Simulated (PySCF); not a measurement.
**Question.** Write Cartesian coordinates for `C/C=C(/C)CC(=S)CC(C)=S` as optimised with PBE0-D3(BJ)/def2-SVP.

**Answer.** 
```xyz
25
C9H14S2 angstrom
C     -1.627    2.225    0.210
C     -2.212    0.920   -0.219
C     -1.804   -0.324    0.085
C     -2.531   -1.536   -0.417
C     -0.596   -0.617    0.953
C      0.552   -1.096    0.111
S      1.001   -2.658    0.016
C      1.286   -0.011   -0.653
C      2.424    0.489    0.214
C      3.721   -0.218    0.011
S      2.216    1.671    1.314
H     -1.465    2.881   -0.662
H     -2.327    2.765    0.871
H     -0.666    2.134    0.736
H     -3.108    0.995   -0.848
H     -3.352   -1.262   -1.095
H     -1.852   -2.221   -0.950
H     -2.954   -2.113    0.423
H     -0.846   -1.396    1.688
H     -0.274    0.289    1.490
H      0.595    0.813   -0.878
H      1.683   -0.433   -1.586
H      4.467    0.074    0.758
H      3.549   -1.308    0.034
H      4.103    0.009   -1.000
```

Any rigid rotation of these coordinates is as good. Atoms count from 1 in this order. Of the pairs four or more bonds apart, H14···H20 is among the closest relative to their van der Waals radii: 2.03 Å, 85 % of the sum of Bondi's values. The 8 C–C bonds span 1.344 Å (C2=C3, drawn double) to 1.517 Å (C3–C5, drawn single), a spread of 0.173 Å.

Bonds between heavy atoms (Å): C1–C2 1.493, C2=C3 1.344, C3–C4 1.499, C3–C5 1.517, C5–C6 1.503, C6=S7 1.628, C6–C8 1.516, C8–C9 1.515, C9–C10 1.490, C9=S11 1.628.

Computed, not measured: PBE0-D3(BJ)/def2-SVP geometry optimisation, gas phase (PySCF 2.14.0).

Point group: C1 (no symmetry element, even within 0.4 Å). Not checked by PBE0-D3(BJ)/def2-SVP frequencies. One conformer, not necessarily the lowest (C2–C3–C5–C6 -105°, C3–C5–C6–S7 -103°, C5–C6–C8–C9 91°, C6–C8–C9–C10 91°).
